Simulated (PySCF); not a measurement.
# Chlorine: a sound run and one with changed settings

Sound run: Cl⁺ [Ne] 3s2 3p4, Cl²⁺ [Ne] 3s2 3p3. Calculation: PySCF 2.14, in x2c-TZVPall; the spin-free X2C one-electron Hamiltonian (Gaussian nucleus). In the sound run the correlated levels freeze [Ne]. The sound run starts from symmetry-adapted Hartree-Fock orbitals and uses a fine grid where one is needed.

Changed run: no relativity, point nucleus. This setting is unsound on purpose.

```json
{"species": "Cl⁺", "method": "UHF", "sound run (hartree)": "-460.45561", "changed run (hartree)": "-458.79193", "converged": "yes"}
{"species": "Cl⁺", "method": "M06-2X", "sound run (hartree)": "-461.08624", "changed run (hartree)": "-459.41629", "converged": "yes"}
{"species": "Cl⁺", "method": "TPSS", "sound run (hartree)": "-461.11322", "changed run (hartree)": "-459.44578", "converged": "yes"}
{"species": "Cl⁺", "method": "MP2", "sound run (hartree)": "-460.57638", "changed run (hartree)": "-458.91271", "converged": "yes"}
{"species": "Cl⁺", "method": "CCSD(T)", "sound run (hartree)": "-460.60619", "changed run (hartree)": "-458.94266", "converged": "yes"}
{"species": "Cl²⁺", "method": "UHF", "sound run (hartree)": "-459.62612", "changed run (hartree)": "-457.96219", "converged": "yes"}
{"species": "Cl²⁺", "method": "M06-2X", "sound run (hartree)": "-460.21120", "changed run (hartree)": "-458.54111", "converged": "yes"}
{"species": "Cl²⁺", "method": "TPSS", "sound run (hartree)": "-460.23503", "changed run (hartree)": "-458.56727", "converged": "yes"}
{"species": "Cl²⁺", "method": "MP2", "sound run (hartree)": "-459.71912", "changed run (hartree)": "-458.05526", "converged": "yes"}
{"species": "Cl²⁺", "method": "CCSD(T)", "sound run (hartree)": "-459.74386", "changed run (hartree)": "-458.08014", "converged": "yes"}
```

Ionisation energy of Cl⁺:

```tsv
method	sound run (eV)	changed run (eV)
UHF	22.572	22.579
M06-2X	23.811	23.815
TPSS	23.897	23.906
MP2	23.327	23.333
SCS-MP2	23.405	23.411
CCSD	23.436	23.441
CCSD(T)	23.465	23.470
```

Most of the change in total energy is the relativistic energy itself. On top of that the contraction fixes the core shape for the Hamiltonian it was made with, so the changed run is not a good calculation with the other Hamiltonian either.

For comparison, NIST gives 23.814 eV between the lowest levels.
